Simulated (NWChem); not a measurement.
## A calculation on FNa

SMILES: [F][Na]
```xyz
2

Na     0.0000     0.0000    -0.8497
F      0.0000     0.0000     1.0385
```
Charge 0, spin multiplicity 1.

The numbers come from NWChem runs, not from measurements. Structure: optimised with PBE0/def2-SVP, a minimum by its harmonic frequencies.

Symmetry labels belong to the abelian group C2v used in the runs, with the axes of the coordinates shown; states degenerate in a higher group split over its labels.

B3LYP has NWChem's definition, with VWN1-RPA local correlation. The structure started from a generated list of species.

Problem. List the lowest 6 singlet excitations that TD-B3LYP/def2-SVPD, VWN1-RPA local correlation gives, with oscillator strengths.

Solution. 
```csv
state,symmetry,energy (eV),wavelength (nm),f
1,b1,4.00,310,0.009
2,b2,4.00,310,0.009
3,a1,4.36,285,0.048
4,a2,5.95,208,0.000
5,a1,5.99,207,0.000
6,a2,6.05,205,0.000
```
